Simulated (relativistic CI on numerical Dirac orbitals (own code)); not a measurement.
# Kr XXXV: sensitivity of the levels to the model

Base calculation: Dirac-Coulomb-Breit CI, KLI orbitals optimised for each configuration, model QED (radiative potential, 1s self-energy scaled to tabulated hydrogen-like ionisation energies), unscaled Slater integrals.

Configuration list: 1s2, 1s 2s, 1s 2p, 1s 3s, 1s 3p, 1s 3d, 1s 4s, 1s 4p, 1s 4d, 1s 4f, 1s 5s, 1s 5p, 1s 5d, 1s 5f, 1s 5g, 1s 6s, 1s 6p, 1s 6d. Levels of other configurations are missing.

Variants: (1) Breit term removed; (2) configuration mixing switched off. Shifts of the energy above 1s2 1S_0, in eV, for the lowest level and the first level of each name with at least 55 % of one term (blank where a level changes its place among those of its configuration and J or its character, or is not in the variant):

| Level | Base | Δ(1) | Δ(2) |
| --- | --- | --- | --- |
| 1s2 1S_0 | 0.0 | 0.0 | 0.0 |
| 1s 2s 3S_1 | 12977.6 | +16.8 | 0.0 |
| 1s 2p 3P°_0 | 13021.9 | +10.6 | 0.0 |
| 1s 2p 3P°_1 | 13024.6 | +16.0 | 0.0 |
| 1s 2s 1S_0 | 13025.0 | +13.5 | +0.2 |
| 1s 2p 3P°_2 | 13089.3 | +16.4 | 0.0 |
| 1s 2p 1P°_1 | 13113.2 | +15.9 | +0.1 |
| 1s 3s 3S_1 | 15394.1 | +16.8 | 0.0 |
| 1s 3p 3P°_0 | 15406.3 | +15.1 | 0.0 |
| 1s 3s 1S_0 | 15406.8 | +15.8 | -0.1 |
| 1s 3p 3P°_1 | 15407.1 | +16.6 | 0.0 |
| 1s 3p 3P°_2 | 15426.4 | +16.7 | 0.0 |
| 1s 3d 3D_2 | 15432.2 | +17.0 | 0.0 |
| 1s 3d 3D_1 | 15432.6 | +16.5 | 0.0 |
| 1s 3p 1P°_1 | 15433.0 | +16.5 | 0.0 |
| 1s 3d 3D_3 | 15438.9 | +16.9 | 0.0 |
| 1s 3d 1D_2 | 15439.5 | +16.6 | 0.0 |
| 1s 4s 3S_1 | 16231.5 | +16.8 | 0.0 |
| 1s 4p 3P°_0 | 16236.5 | +16.1 | 0.0 |
| 1s 4s 1S_0 | 16236.7 | +16.4 | -0.1 |
| 1s 4p 3P°_1 | 16236.8 | +16.7 | 0.0 |
| 1s 4p 3P°_2 | 16245.0 | +16.8 | 0.0 |

At this charge energies of transitions that change n are usually good to better than 1 %, and those within a shell (Δn = 0) to a few per cent.

Ionisation energy from the two ground configurations alone: base 17294.6 eV; Breit term removed 17311.4 eV. The NIST ASD value (theoretical) is 17296.4 eV.

LS names give the leading component of a level, which can be under half, so a name can repeat, a term be missing and a line seem to break the LS rules.
